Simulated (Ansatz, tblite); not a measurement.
Removing an electron: (KH)4 ring (K₄H₄). Charge 0, multiplicity 1. Geometry: PBE-D4/def2-SVP. Ansatz, gas phase; energy differences of separate SCF runs; the oxidised species was run as a doublet alone.

```xyz
8

K     2.696    0.954    1.492
H     0.779    0.671    2.999
K    -1.578    0.009    2.814
H    -2.993   -0.661    0.926
K    -2.696   -0.954   -1.492
H    -0.779   -0.671   -2.999
K     1.578   -0.009   -2.814
H     2.993    0.662   -0.926
```

The xTB rows come from tblite.

| level | −HOMO (eV) | vertical IE (eV) | −LUMO (eV) | HOMO–LUMO gap (eV) |
| --- | --- | --- | --- | --- |
| GFN1-xTB | 12.87 | 14.14 | 8.11 | 4.76 |
| r2SCAN-D4/def2-TZVP | 3.60 | 5.47 | -0.10 | 3.69 |
| PBE0-D4/def2-TZVP | 4.48 | 5.90 | 0.10 | 4.38 |

Problem. Estimate the rows for GFN2-xTB, PBE-D4/def2-TZVP.

Solution. 
| level | −HOMO (eV) | vertical IE (eV) | −LUMO (eV) | HOMO–LUMO gap (eV) |
| --- | --- | --- | --- | --- |
| GFN2-xTB | 8.41 | 10.23 | 6.51 | 1.90 |
| PBE-D4/def2-TZVP | 3.47 | 5.45 | 0.58 | 2.89 |

Relaxing the oxidised species (PBE-D4/def2-SVP) changes its energy by -0.14 eV at PBE-D4/def2-TZVP, so the adiabatic ionisation energy to this nearest minimum is 5.32 eV. At PBE0-D4/def2-TZVP it is 5.74 eV.    Raw xTB energy differences between charge states are shifted by several eV; the methods need an empirical correction for them.
